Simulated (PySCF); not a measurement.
A PySCF script (with the pyscf-properties extension) for the NMR shieldings of SMILES [SiH3]C[Si@@H]([SiH2]Cl)S[SiH3], CH11ClSSi4, on a GFN2-xTB geometry:

```python
import basis_set_exchange as bse
import numpy as np
from pyscf import gto, dft
from pyscf.prop import nmr

atoms = """
Si   -1.322231   -2.383739    0.050200
C    -1.043058   -0.524403    0.366129
Si   -0.603703    0.565783   -1.132303
Si   -0.379719    2.797496   -0.524874
Cl   -1.102035    3.022701    1.358968
S     1.201687   -0.158412   -2.095015
Si    2.623038   -0.380975   -0.511512
H    -1.585158   -3.027445    1.342632
H    -0.121262   -2.967007   -0.547677
H    -2.468052   -2.544034   -0.847040
H    -1.943839   -0.107523    0.819271
H    -0.261232   -0.413841    1.121309
H    -1.562744    0.361823   -2.221390
H     0.988203    3.324734   -0.488325
H    -1.167980    3.713585   -1.353174
H     3.886738   -0.552644   -1.207302
H     2.589110    0.829225    0.306790
H     2.263477   -1.549007    0.286899
"""
names = dict.fromkeys(["Si", "C", "Cl", "S", "H"], "pcSseg-1")
basis = {el: gto.basis.parse(bse.get_basis(n, elements=[el], fmt="nwchem")) for el, n in names.items()}
mol = gto.M(atom=atoms, basis=basis, charge=0, verbose=0)
mf = dft.RKS(mol, xc="PBE0")
mf.grids.level = 2
mf.grids.alignment = dft.numint.BLKSIZE   # the property module wants whole blocks of grid points
mf.conv_tol = 1e-9
mf.kernel()

calc = nmr.RKS(mf)   # GIAO
C = mf.mo_coeff
Co = C[:, mf.mo_occ > 0]
resp = mf.gen_response(singlet=True, hermi=2)
def vind(x):   # induced exchange potential for any number of trial vectors
    d = np.einsum("pi,xij,qj->xpq", C, 2 * x.reshape(-1, C.shape[1], Co.shape[1]), Co, optimize=True)
    return np.einsum("xpq,pi,qj->xij", resp(d - d.transpose(0, 2, 1)), C, Co, optimize=True).ravel()
mo1, _ = nmr.rhf.solve_mo1(calc, with_cphf=vind)
sigma = calc.kernel(mo1)
for i, s in enumerate(sigma):   # ppm
    w = np.linalg.eigvalsh((s + s.T) / 2)
    print("%2d %-2s iso %8.1f  s11 %8.1f  s22 %8.1f  s33 %8.1f" % (i, mol.atom_pure_symbol(i), w.mean(), *w))
```

Q: What are the results?

A: 
```
 0 Si iso    424.3  s11    398.9  s22    411.2  s33    462.7
 1 C  iso    195.0  s11    187.9  s22    192.3  s33    204.9
 2 Si iso    371.1  s11    314.1  s22    386.5  s33    412.7
 3 Si iso    385.8  s11    340.3  s22    365.3  s33    451.9
 4 Cl iso   1048.7  s11    966.8  s22   1081.5  s33   1097.9
 5 S  iso    826.2  s11    787.8  s22    826.5  s33    864.4
 6 Si iso    412.3  s11    379.7  s22    402.3  s33    454.8
 7 H  iso     27.6  s11     23.7  s22     25.2  s33     33.8
 8 H  iso     27.5  s11     22.9  s22     28.1  s33     31.5
 9 H  iso     27.7  s11     24.0  s22     25.7  s33     33.6
10 H  iso     31.6  s11     24.4  s22     30.8  s33     39.6
11 H  iso     31.5  s11     27.8  s22     29.8  s33     36.9
12 H  iso     26.6  s11     23.5  s22     24.3  s33     32.0
13 H  iso     26.5  s11     22.5  s22     25.7  s33     31.2
14 H  iso     26.4  s11     22.0  s22     25.2  s33     32.2
15 H  iso     27.1  s11     23.0  s22     24.4  s33     34.0
16 H  iso     27.1  s11     22.9  s22     26.4  s33     32.0
17 H  iso     27.1  s11     22.6  s22     26.6  s33     32.2
```

These numbers come from an equivalent density-fitted implementation of the same equations, which agrees with the script to about 0.01 ppm for H and up to a few tenths of a ppm for heavy atoms, so last digits may differ.

Size and cost of the density-fitted run: 216 basis functions, 81 s wall time on 1 thread of an Arm Neoverse N1, shared host; peak memory 0.92 GiB.
